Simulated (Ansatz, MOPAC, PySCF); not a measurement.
CH3F (SMILES CF) and CH2O (SMILES C=O) are pulled apart as rigid monomers along the line of their centres of mass, from the B3LYP-D3(BJ)/def2-TZVP minimum. Starting geometry (charge 0, multiplicity 1):
```xyz
9

C     -0.541    -0.187    -0.151
F     -0.441     1.039     0.513
H     -0.580    -0.980     0.595
H     -1.452    -0.179    -0.749
H      0.334    -0.303    -0.790
C     -0.389     0.420     3.211
O     -0.472    -0.777     3.150
H     -1.283     1.067     3.275
H      0.585     0.942     3.212
```

Interaction energies with rigid monomers; basis-set methods are counterpoise corrected unless marked otherwise.

Correlated levels freeze the cores. Rows in 6-31G* carry no dispersion term and start afresh at each structure (6-31G* with six Cartesian d functions). The state reached by PM3 isn't checked.

Run with Ansatz (an electronic-structure program) with Gaussian orbitals; MOPAC for PM3 (differences of heats of formation); PySCF for 6-31G* rows, the dispersion terms. Values without a source in brackets are computed.

```json
[
 {"F2···C6 (Å)": "2.49", "PM3 (kcal/mol)": "2.89", "B3LYP-D3(BJ)/def2-TZVPPD (kcal/mol)": "-2.19", "B3LYP-D4/def2-TZVPPD (kcal/mol)": "-2.14", "M06-2X/6-31G* (no counterpoise) (kcal/mol)": "-5.23", "CCSD/aug-cc-pVDZ (kcal/mol)": "(withheld)"},
 {"F2···C6 (Å)": "2.77", "PM3 (kcal/mol)": "0.18", "B3LYP-D3(BJ)/def2-TZVPPD (kcal/mol)": "-3.04", "B3LYP-D4/def2-TZVPPD (kcal/mol)": "-3.03", "M06-2X/6-31G* (no counterpoise) (kcal/mol)": "-4.99", "CCSD/aug-cc-pVDZ (kcal/mol)": "-2.38"},
 {"F2···C6 (Å)": "3.18", "PM3 (kcal/mol)": "-0.44", "B3LYP-D3(BJ)/def2-TZVPPD (kcal/mol)": "-2.49", "B3LYP-D4/def2-TZVPPD (kcal/mol)": "-2.51", "M06-2X/6-31G* (no counterpoise) (kcal/mol)": "(withheld)", "CCSD/aug-cc-pVDZ (kcal/mol)": "-2.24"},
 {"F2···C6 (Å)": "3.88", "PM3 (kcal/mol)": "-0.53", "B3LYP-D3(BJ)/def2-TZVPPD (kcal/mol)": "-1.33", "B3LYP-D4/def2-TZVPPD (kcal/mol)": "-1.34", "M06-2X/6-31G* (no counterpoise) (kcal/mol)": "-1.34", "CCSD/aug-cc-pVDZ (kcal/mol)": "-1.29"},
 {"F2···C6 (Å)": "4.98", "PM3 (kcal/mol)": "-0.31", "B3LYP-D3(BJ)/def2-TZVPPD (kcal/mol)": "-0.56", "B3LYP-D4/def2-TZVPPD (kcal/mol)": "-0.56", "M06-2X/6-31G* (no counterpoise) (kcal/mol)": "-0.44", "CCSD/aug-cc-pVDZ (kcal/mol)": "-0.56"}
]
```

Task: Complete the blanks.

Result: 
- 2.49, CCSD/aug-cc-pVDZ (kcal/mol): -0.95
- 3.18, M06-2X/6-31G* (no counterpoise) (kcal/mol): -3.28
